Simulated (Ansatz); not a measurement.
Cost and result for the atomization energy of CH$_{4}$BFOSi (`O=CB(F)[SiH3]`) (9 atoms, 8 bonds).

```xyz
9

O    -0.6594   -2.0065    0.5551
C     0.2544   -1.3823    1.0419
B     0.6271    0.0831    0.4904
F     1.6824    0.6603    1.0355
Si   -0.4770    0.9639   -0.9749
H     0.8454   -1.8301    1.8757
H     0.0220    2.3318   -1.2755
H    -1.8969    1.0450   -0.5407
H    -0.3979    0.1347   -2.2074
```

Total charge 0; spin multiplicity 1. All single points use the PBE0-D4/def2-TZVP geometry. It is one conformer, not always the lowest. Program: Ansatz. All runs use 2 threads of an Intel Xeon on a shared host. Times are those of one run each, without the atoms' runs, and a repeat can differ threefold. Electronic energies, without spin–orbit coupling; frozen cores. CCSD(T)/CBS adds CCSD(T) − MP2 in def2-TZVPP to the MP2 limit, and its time is that of the two runs behind it. T1 = 0.015. B3LYP takes the VWN-RPA correlation (the form of Gaussian; ORCA's B3LYP/G).

CCSD(T)/CBS is a level of theory with its own doubt, some kJ/mol a heavy atom from the limit and from the frozen cores, so smaller differences don't rank the functionals.

| level | functions | wall time |
| --- | --- | --- |
| LDA (SPW92)/def2-TZVPP | 222 | 2.5 s |
| BLYP-D4/def2-TZVPP | 222 | 3.9 s |
| revPBE-D4/def2-TZVPP | 222 | 4 s |
| PBE-D4/def2-TZVPP (with forces) | 222 | 4.8 s |
| CAM-B3LYP-D4/def2-TZVPP | 222 | 7 s |
| r2SCAN-D4/def2-TZVPP (with forces) | 222 | 8.1 s |
| B3LYP-D4/def2-TZVPP (with forces) | 222 | 9.5 s |
| CCSD(T)/def2-SVP | 94 | 9.5 s |
| ωB97X-V/def2-TZVPP | 222 | 15 s |
| ωB97M-V/def2-TZVPP (with forces) | 222 | 17 s |
| MP2/def2-QZVPP | 418 | 46 s |
| CCSD(T)/def2-TZVPP | 222 | 2.4 min |
| CCSD(T)/CBS(def2) | – | 3.2 min |

Problem. What atomization energy does each give, and how far from CCSD(T)/CBS? (Estimate.)

Solution. Ansatz gave: 
| level | atomization (kJ/mol) | difference from CCSD(T)/CBS | per bond |
| --- | --- | --- | --- |
| LDA (SPW92)/def2-TZVPP | 3889.3 | 516.4 | 64.5 |
| BLYP-D4/def2-TZVPP | 3395.4 | 22.5 | 2.8 |
| revPBE-D4/def2-TZVPP | 3368.7 | -4.2 | -0.5 |
| PBE-D4/def2-TZVPP (with forces) | 3460.5 | 87.6 | 11.0 |
| CAM-B3LYP-D4/def2-TZVPP | 3401.4 | 28.5 | 3.6 |
| r2SCAN-D4/def2-TZVPP (with forces) | 3395.8 | 22.9 | 2.9 |
| B3LYP-D4/def2-TZVPP (with forces) | 3381.5 | 8.6 | 1.1 |
| CCSD(T)/def2-SVP | 3213.1 | -159.8 | -20.0 |
| ωB97X-V/def2-TZVPP | 3396.5 | 23.6 | 3.0 |
| ωB97M-V/def2-TZVPP (with forces) | 3390.8 | 17.9 | 2.2 |
| MP2/def2-QZVPP | 3417.0 | 44.1 | 5.5 |
| CCSD(T)/def2-TZVPP | 3286.8 | -86.1 | -10.8 |
| CCSD(T)/CBS(def2) | 3372.9 | 0.0 | 0.0 |

The D4 term adds +26.0 kJ/mol with B3LYP and +13.6 kJ/mol with PBE0; it sums over pairs of atoms, weighted by their polarisabilities, and B3LYP, whose exchange is more repulsive, gets the larger term. From BLYP to BHLYP (50 % exact exchange), in def2-TZVPP and without D4, the atomization energy moves by −116.4 kJ/mol: exact exchange takes away binding that semilocal exchange gives to molecules. In def2-TZVPP, CCSD(T) changes the Hartree–Fock value by +814.9 kJ/mol (the triples alone add +56.0 kJ/mol) and MP2 by +893.9 kJ/mol; breaking electron pairs costs correlation energy, which Hartree–Fock lacks.
